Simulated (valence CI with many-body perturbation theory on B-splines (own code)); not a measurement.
# Level structure of I¹³⁺

Calculated by valence CI with perturbative core correlation (CI+MBPT): four valence electrons over a frozen Dirac-Fock core [Kr], radial functions for each j: 7 s, 7 p, 8 d, 6 f, 4 g, 1 h, with the one-electron correlation potential Σ1, the two-electron term Σ2, the three-electron term Σ3, Breit, model QED; selected CI, second order for the rest, scaled by the run's own slope (own B-spline code, finite nucleus).

No measured spectrum was set against this ion. As an estimate, terms of the open shell hold to 2 to 4 % of their energy, and close levels can change places. Excitations out of the core, of the other parity, are not computed and may begin above about 60.5 eV (a cautious bound); beyond it only levels of the ground parity were kept, without lifetimes.

Levels 1 to 45 of 68, with energies above the lowest level, 4d4 5D_0. "Leading %" is the weight of the configuration and term that name the level; weights of strongly mixed levels are sums over their largest components and can fall short. In the jj column 3d3/2^4 stands for four electrons in 3d with j = 3/2.

| No. | Configuration | Term | J | E (cm⁻¹) | Leading % | Leading jj | Second component |
| --- | --- | --- | --- | --- | --- | --- | --- |
| 1 | 4d4 | 5D | 0 | 0 | 72 | 4d3/2^4 (68 %) | 25 % 4d4 3P |
| 2 | 4d4 | 5D | 1 | 6255 | 88 | 4d3/2^3 4d5/2 (80 %) | 12 % 4d4 3P |
| 3 | 4d4 | 5D | 2 | 12289 | 93 | 4d3/2^2 4d5/2^2 (61 %) |  |
| 4 | 4d4 | 5D | 3 | 17433 | 90 | 4d3/2^2 4d5/2^2 (52 %) | 6 % 4d4 3F |
| 5 | 4d4 | 5D | 4 | 21474 | 77 | 4d3/2^2 4d5/2^2 (37 %) | 18 % 4d4 3F |
| 6 | 4d4 | 3P | 0 | 34699 | 59 | 4d3/2^2 4d5/2^2 (63 %) | 26 % 4d4 5D |
| 7 | 4d4 | 3H | 4 | 36594 | 60 | 4d3/2^3 4d5/2 (54 %) | 15 % 4d4 3G |
| 8 | 4d4 | 3G | 3 | 44020 | 65 | 4d3/2^2 4d5/2^2 (50 %) | 26 % 4d4 3F |
| 9 | 4d4 | 3H | 5 | 45161 | 77 | 4d3/2^2 4d5/2^2 (97 %) | 22 % 4d4 3G |
| 10 | 4d4 | 3F | 2 | 46547 | 72 | 4d3/2^2 4d5/2^2 (52 %) | 14 % 4d4 1D |
| 11 | 4d4 | 3P | 1 | 47019 | 79 | 4d3/2^2 4d5/2^2 (63 %) | 11 % 4d4 3D |
| 12 | 4d4 | 3H | 6 | 49191 | 76 | 4d3/2^2 4d5/2^2 (86 %) | 23 % 4d4 1I |
| 13 | 4d4 | 3G | 4 | 53645 | 51 | 4d3/2^2 4d5/2^2 (60 %) | 22 % 4d4 3H |
| 14 | 4d4 | 3P | 2 | 56752 | 45 | 4d3/2^2 4d5/2^2 (76 %) | 44 % 4d4 3D |
| 15 | 4d4 | 3F | 4 | 57384 | 40 | 4d3/2^2 4d5/2^2 (61 %) | 28 % 4d4 1G |
| 16 | 4d4 | 3F | 3 | 59450 | 56 | 4d3/2^2 4d5/2^2 (50 %) | 26 % 4d4 3D |
| 17 | 4d4 | 3D | 3 | 62955 | 51 | 4d3/2 4d5/2^3 (60 %) | 21 % 4d4 3G |
| 18 | 4d4 | 3G | 5 | 65774 | 77 | 4d3/2 4d5/2^3 (97 %) | 22 % 4d4 3H |
| 19 | 4d4 | 3P | 2 | 68725 | 39 | 4d3/2 4d5/2^3 (58 %) | 27 % 4d4 1D |
| 20 | 4d4 | 1I | 6 | 69966 | 76 | 4d3/2 4d5/2^3 (86 %) | 23 % 4d4 3H |
| 21 | 4d4 | 3D | 1 | 70254 | 87 | 4d3/2 4d5/2^3 (74 %) | 10 % 4d4 3P |
| 22 | 4d4 | 1G | 4 | 79487 | 51 | 4d5/2^4 (38 %) | 32 % 4d4 3F |
| 23 | 4d4 | 1S | 0 | 81553 | 77 | 4d3/2 4d5/2^3 (79 %) | 22 % 4d4 3P |
| 24 | 4d4 | 3P | 2 | 82977 | 32 | 4d3/2^2 4d5/2^2 (63 %) | 30 % 4d4 1D |
| 25 | 4d4 | 1F | 3 | 86732 | 66 | 4d3/2 4d5/2^3 (76 %) | 16 % 4d4 3D |
| 26 | 4d4 | 3P | 2 | 94777 | 67 | 4d3/2^2 4d5/2^2 (54 %) | 20 % 4d4 3F |
| 27 | 4d4 | 3F | 4 | 99683 | 74 | 4d3/2^2 4d5/2^2 (54 %) | 20 % 4d4 1G |
| 28 | 4d4 | 3F | 2 | 102790 | 61 | 4d5/2^4 (39 %) | 23 % 4d4 1D |
| 29 | 4d4 | 3F | 3 | 104090 | 79 | 4d3/2 4d5/2^3 (95 %) | 18 % 4d4 1F |
| 30 | 4d4 | 3P | 1 | 105620 | 97 | 4d3/2 4d5/2^3 (91 %) |  |
| 31 | 4d4 | 3P | 0 | 110820 | 87 | 4d5/2^4 (52 %) | 11 % 4d4 1S |
| 32 | 4d4 | 1G | 4 | 112140 | 81 | 4d3/2 4d5/2^3 (82 %) | 16 % 4d4 3F |
| 33 | 4d4 | 1D | 2 | 138050 | 94 | 4d3/2^2 4d5/2^2 (43 %) |  |
| 34 | 4d4 | 1S | 0 | 176300 | 93 | 4d3/2^2 4d5/2^2 (50 %) | 5 % 4d4 3P |
| 35 | 4d3 5s | 5F | 1 | 752780 | 88 | 4d3/2^3 5s (64 %) | 10 % 4d3 5s 3D |
| 36 | 4d3 5s | 5F | 2 | 756570 | 80 | 4d3/2^3 5s (50 %) | 9 % 4d3 5s 3F |
| 37 | 4d3 5s | 5F | 3 | 764110 | 90 | 4d3/2^2 4d5/2 5s (81 %) | 5 % 4d3 5s 3F |
| 38 | 4d3 5s | 5F | 4 | 771410 | 88 | 4d3/2 4d5/2^2 5s (53 %) | 7 % 4d3 5s 3G |
| 39 | 4d3 5s | 3F | 2 | 771570 | 73 | 4d3/2^2 4d5/2 5s (64 %) | 14 % 4d3 5s 5F |
| 40 | 4d3 5s | 5F | 5 | 777380 | 74 | 4d3/2^2 4d5/2 5s (46 %) | 21 % 4d3 5s 3G |
| 41 | 4d3 5s | 3F | 3 | 781330 | 74 | 4d3/2^2 4d5/2 5s (69 %) | 19 % 4d3 5s 3G |
| 42 | 4d3 5s | 5P | 2 | 781480 | 59 | 4d3/2^2 4d5/2 5s (82 %) | 25 % 4d3 5s 3P |
| 43 | 4d3 5s | 5P | 1 | 782250 | 72 | 4d3/2^2 4d5/2 5s (84 %) | 21 % 4d3 5s 3P |
| 44 | 4d3 5s | 3F | 4 | 787020 | 44 | 4d3/2^2 4d5/2 5s (77 %) | 21 % 4d3 5s 3H |
| 45 | 4d3 5s | 3P | 1 | 790400 | 40 | 4d3/2^2 4d5/2 5s (71 %) | 28 % 4d3 5s 1P |

Names give the largest LS component (configuration and term), which can be under half, so a name can repeat, a term be missing and a line seem to break the LS rules; names also repeat where a configuration has a term twice.

Where two levels of one J and parity lie close, their mixing, g and order are uncertain.

The ionisation energy to 4d3 4F_3/2 of the next ion comes out as 307.79 eV (NIST: 307 ± 3 eV (theoretical)). All 68 levels together are meant to be complete up to 488360 cm⁻¹.
